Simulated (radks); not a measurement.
Pm4+, 57 electrons, occupied as [Xe] 4f3 (the NIST ground configuration). Calculated with a radial shooting solver on a logarithmic mesh with Libxc functionals: Dirac Kohn-Sham, BLYP, spin-unpolarised, spherical densities, point nucleus; open shells fill j = l - 1/2 first.

Radial electron density D(r) = 4 pi r^2 rho(r):

```
   r/bohr * D(r) (the largest magnitude, 105, reaches the edge; | marks zero)
 0.001637 |   *
 0.002165 |     *
 0.002865 |        *
 0.003761 |             *
 0.004976 |                   *
 0.006531 |                         *
 0.008642 |                                 *
  0.01134 |                                       *
  0.01501 |                                          *
  0.01986 |                                         *
  0.02607 |                                      *
  0.03449 |                                     *
  0.04527 |                                           *
   0.0599 |                                                    *
  0.07862 |                                                      *
    0.104 |                                             *
   0.1376 |                                         *
   0.1807 |                                               *
    0.239 |                                           *
   0.3138 |                         *
   0.4151 |                  *
   0.5449 |                     *
    0.721 |                *
    0.954 |       *
    1.252 |    *
    1.657 |  *
    2.175 |*
    2.877 *
    3.777 *
    4.997 *
```

D(r) has 4 maxima, at r = 0.0163, 0.0714, 0.200, 0.549 bohr, and minima at 0.0313, 0.131, 0.399 bohr, inside which lie 2.02, 11.14, 29.09 electrons.
